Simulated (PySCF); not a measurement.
Ge(OH)4 (GeH4O4), SMILES [OH][Ge]([OH])([OH])[OH].

Coordinates come from a PBE0-D3(BJ)/def2-SVP optimisation. The isomer is the one that the SMILES or the coordinates give; other isomers of the formula were not compared. Other conformers were not sampled.

Two levels are set side by side: TDA-PBE/def2-SVPD (PySCF) and TDA-M06-2X/def2-SVPD (PySCF). Vertical, same geometry. The lowest singlet is HOMO→LUMO 99 % with PBE and HOMO→LUMO 83 % with the other functional; states are paired by order. Differences are taken from unrounded values.

```json
[
 {"quantity": "lowest singlet excitation (eV)", "TDA-M06-2X": "7.88"},
 {"quantity": "lowest triplet excitation (TDA) (eV)", "TDA-M06-2X": "7.48"},
 {"quantity": "first bright state (f over 0.05) (eV)", "TDA-M06-2X": "8.34"},
 {"quantity": "its oscillator strength", "TDA-M06-2X": "0.19"}
]
```

**Question.** What does TDA-PBE give, and how far is it from TDA-M06-2X? (The exact figures need the calculation; the answer reports its results.)

**Answer.** 
```json
[
 {"quantity": "lowest singlet excitation (eV)", "TDA-PBE": "6.10", "TDA-PBE minus TDA-M06-2X": "-1.79"},
 {"quantity": "lowest triplet excitation (TDA) (eV)", "TDA-PBE": "5.84", "TDA-PBE minus TDA-M06-2X": "-1.64"},
 {"quantity": "first bright state (f over 0.05) (eV)", "TDA-PBE": "6.59", "TDA-PBE minus TDA-M06-2X": "-1.75"},
 {"quantity": "its oscillator strength", "TDA-PBE": "0.11", "TDA-PBE minus TDA-M06-2X": "-0.08"}
]
```

A lower first singlet is the usual sign of a functional without exact exchange. Differences between two approximate levels are no errors against the true value.

Rough cost on one machine, each run with all the roots and properties that it gave: TDA-M06-2X against TDA-PBE about 9 times.
